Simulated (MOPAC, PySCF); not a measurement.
H₄O₄Si, SMILES `O[Si](O)(O)O`, neutral singlet in the gas phase. 

Cartesian coordinates (Å):
```xyz
9

O     -0.6436     0.6461     1.3318
Si    -0.0124    -0.0117    -0.0163
O      1.4869    -0.5119     0.3715
O     -0.7980    -1.3129    -0.5978
O     -0.0953     1.1324    -1.1706
H     -0.4161     0.2437     2.1721
H      1.8941    -1.1746    -0.1895
H     -1.5741    -1.1586    -1.1397
H      0.0463     2.0431    -0.9055
```
Charge 0, multiplicity 1.

All levels are single points at this geometry (M06-2X/def2-TZVP); Pople sets use spherical d functions. Orbital energies aren't observables, and empty levels follow the basis.

B3LYP/LANL2DZ in PySCF gives HOMO (eV) = -8.94.

Problem. Estimate the HOMO (eV) from each of these levels: M06-2X/def2-TZVP in PySCF; B3LYP/3-21G in PySCF; B3LYP/6-31G* in PySCF; AM1 in MOPAC; PM7 in MOPAC.

Solution. 
```tsv
level	HOMO (eV)
M06-2X/def2-TZVP in PySCF	-10.92
B3LYP/3-21G in PySCF	-7.93
B3LYP/6-31G* in PySCF	-8.36
AM1 in MOPAC	-12.31
PM7 in MOPAC	-11.92
```
